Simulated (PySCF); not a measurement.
Se(F)(OMe) (CH₃FOSe), SMILES F[Se]OC. Atoms are numbered in the order given.

```xyz
7

Se     0.0038     0.3875     0.5493
F     -1.6763     0.1210     0.0654
O      0.7740    -0.9330    -0.3294
C      0.9555    -0.7641    -1.7258
H      1.4502     0.1928    -1.9610
H      1.5904    -1.5972    -2.0596
H     -0.0091    -0.8112    -2.2554
```

Coordinates come from a PBE0-D3(BJ)/def2-SVP optimisation. Other conformers were not sampled.

Calculation: TDDFT-ωB97X/def2-SVPD in PySCF.

Vertical excitations. The molecule is in vacuum.

Problem. Give excitation energies, oscillator strengths and character. (The exact figures need the calculation; the answer reports its results.)

Solution. 
| state | energy (eV) | λ (nm) | f | main pairs |
|---|---|---|---|---|
| S1 | 3.27 | 379 | 0.000 | HOMO→LUMO 96 % |
| S2 | 4.46 | 278 | 0.002 | HOMO→LUMO+1 91 % |
| S3 | 6.75 | 184 | 0.025 | HOMO−1→LUMO 78 % |
| S4 | 6.84 | 181 | 0.109 | HOMO→LUMO+2 85 % |
| S5 | 7.07 | 175 | 0.010 | HOMO−1→LUMO+1 77 % |
| S6 | 7.24 | 171 | 0.019 | HOMO−2→LUMO 88 % |
| S7 | 7.84 | 158 | 0.064 | HOMO→LUMO+3 88 % |
| S8 | 8.13 | 153 | 0.006 | HOMO→LUMO+4 77 % |
| S9 | 8.23 | 151 | 0.005 | HOMO→LUMO+5 81 % |
| S10 | 8.37 | 148 | 0.087 | HOMO−2→LUMO+1 66 % |
| T1 | 2.51 | 494 | 0 | HOMO→LUMO 93 % |
| T2 | 3.50 | 354 | 0 | HOMO→LUMO+1 87 % |
| T3 | 6.01 | 206 | 0 | HOMO−1→LUMO 79 % |
| T4 | 6.37 | 195 | 0 | HOMO−1→LUMO+1 78 % |
Triplets are in the Tamm–Dancoff approximation, which puts them higher than full response would, so one can lie above its singlet here.
